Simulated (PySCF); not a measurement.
BeO: energy against distance

Set-up: Be 6-31G(d,p), O 6-31G(d,p); no relativity (PySCF 2.14). Energies in eV from Be + O in their ground configurations at the same level. State: ¹Σ⁺ (singlet), closed shell.

All columns are PBE0. A positive dipole means Be(−)O(+).

```tsv
R (Å)	E (eV)	μ (D)	Mulliken charge on Be (basis-dependent)	HOMO (eV)	LUMO (eV)	Mayer bond order	⟨S²⟩
1.142	-3.190	-5.46	0.10	-7.77	-3.34	2.65	0.00
1.195	-3.888	-5.56	0.16	-7.57	-3.46	2.60	0.00
1.248	-4.281	-5.65	0.21	-7.39	-3.58	2.56	0.00
1.288	-4.423	-5.70	0.26	-7.27	-3.66	2.52	0.00
1.328	-4.462	-5.75	0.29	-7.17	-3.75	2.48	0.00
1.368	-4.419	-5.79	0.33	-7.07	-3.85	2.44	0.00
1.421	-4.266	-5.83	0.38	-6.96	-3.97	2.39	0.00
1.487	-3.962	-5.85	0.42	-6.85	-4.12	2.33	0.00
1.567	-3.497	-5.85	0.46	-6.75	-4.28	2.26	0.00
1.673	-2.794	-5.80	0.48	-6.66	-4.46	2.16	0.00
```

A fit through these points gives, at Re = 1.326 Å, μ = -5.75 D and dμ/dR = -1.12 D/Å; the reduced mass is 5.764 u.

Question: How strong is the fundamental in the double-harmonic approximation, I = 42.26·(dμ/dR)²/μred km/mol?

Answer: I = 42.26·(-1.12)²/5.764 = 9.20 km/mol at PBE0.
